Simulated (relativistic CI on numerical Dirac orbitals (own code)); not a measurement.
**V²⁺: K-beta X-ray emission**

Computed with this model: Dirac-Coulomb-Breit CI, separate exchange-only KLI orbitals for each configuration, model QED (radiative potential, 1s self-energy scaled to tabulated hydrogen-like ionisation energies), valence Slater integrals scaled by 0.8, multiplet model of X-ray emission after core ionisation; configurations [Ar] 3d3 → 1s 2s2 2p6 3s2 3p6 3d3 → [Ne] 3s2 3p5 3d3; 300 K; Lorentzian 1.6 eV and Gaussian 1 eV FWHM. Energies are those of the free ion, without screening or charge transfer. S is read from ⟨S²⟩ = S(S + 1).

Field parameters in Wybourne normalisation: D4h B²₀ = −7Ds, B⁴₀ = 21(Dq − Dt), B⁴₄ = 21√(5/14) Dq. The field is a parameter set, without covalency.

free ion: ground-state S = 1.50, centroid 5426.25 eV. Peaks (eV, height): 5412.0 (12), 5414.6 (18), 5420.0 (9), 5425.6 (40), 5429.0 (100).

D4h, 10Dq = 8200, Ds = 1530, Dt = -670 cm⁻¹: ground-state S = 1.50, centroid 5425.94 eV. Peaks (eV, height): 5413.2 (18), 5417.6 (9), 5424.2 (30), 5429.4 (100).

D4h, 10Dq = 18400, Ds = -610, Dt = -150 cm⁻¹: ground-state S = 1.50, centroid 5425.94 eV. Peaks (eV, height): 5412.2 (15), 5416.0 (9), 5423.8 (26), 5429.4 (100).

Strongest unbroadened transitions for free ion:

| Energy (eV) | Relative strength |
| --- | --- |
| 5414.71 | 39.5 |
| 5414.75 | 21.8 |
| 5425.08 | 20.2 |
| 5425.12 | 22.4 |
| 5425.16 | 26.2 |
| 5428.02 | 31.0 |
| 5428.43 | 64.7 |
| 5428.47 | 81.5 |
| 5428.59 | 59.7 |
| 5428.76 | 39.8 |
| 5428.99 | 22.6 |
| 5429.63 | 100.0 |
| 5429.64 | 28.5 |
| 5429.66 | 20.3 |
| 5429.70 | 33.6 |
| 5430.31 | 33.8 |
| 5430.32 | 26.9 |
| 5430.35 | 21.4 |
